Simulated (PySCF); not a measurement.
C2HF4, SMILES F[CH]C(F)(F)F, multiplicity 2. Atoms are numbered in the order given.

```xyz
7

F      1.7726    -0.9042    -0.1584
C      1.1002     0.2235    -0.3250
C     -0.3503     0.1757     0.0181
F     -0.5612     0.0196     1.3418
F     -0.9708    -0.8378    -0.5990
F     -0.9263     1.3283    -0.3512
H      1.6734     1.1520    -0.2582
```
Charge 0, spin multiplicity 2.

Geometry: B3LYP-D3(BJ)/def2-SVP. The isomer is the one that the SMILES or the coordinates give; other isomers of the formula were not compared.

These are CAM-B3LYP/def2-TZVP (PySCF) values and carry that method's errors.

Atomic charges (e):

```json
[
 {"atom": "F1", "Mulliken": "-0.15", "meta-Löwdin": "[?]", "Mulliken spin": "0.08"},
 {"atom": "C2", "Mulliken": "0.01", "meta-Löwdin": "[?]", "Mulliken spin": "0.91"},
 {"atom": "C3", "Mulliken": "0.48", "meta-Löwdin": "0.77", "Mulliken spin": "0.00"},
 {"atom": "F4", "Mulliken": "-0.17", "meta-Löwdin": "[?]", "Mulliken spin": "0.03"},
 {"atom": "F5", "Mulliken": "-0.16", "meta-Löwdin": "[?]", "Mulliken spin": "0.01"},
 {"atom": "F6", "Mulliken": "-0.16", "meta-Löwdin": "[?]", "Mulliken spin": "0.00"},
 {"atom": "H7", "Mulliken": "0.15", "meta-Löwdin": "0.14", "Mulliken spin": "-0.03"}
]
```

Complete the blanks. (An estimate is asked for; the answer gives what the named calculation found.)


- F1, meta-Löwdin: -0.22
- C2, meta-Löwdin: 0.11
- F4, meta-Löwdin: -0.28
- F5, meta-Löwdin: -0.27
- F6, meta-Löwdin: -0.27

Give the Mayer and Wiberg (Löwdin basis) orders of the bonds. (An estimate is asked for; the answer gives what the named calculation found.)


```json
[
 {"bond": "F1–C2", "Mayer": "1.11", "Wiberg": "1.90"},
 {"bond": "C2–C3", "Mayer": "1.03", "Wiberg": "1.28"},
 {"bond": "C3–F4", "Mayer": "1.13", "Wiberg": "1.74"},
 {"bond": "C3–F5", "Mayer": "1.14", "Wiberg": "1.77"},
 {"bond": "C3–F6", "Mayer": "1.13", "Wiberg": "1.76"},
 {"bond": "C2–H7", "Mayer": "0.95", "Wiberg": "0.91"}
]
```
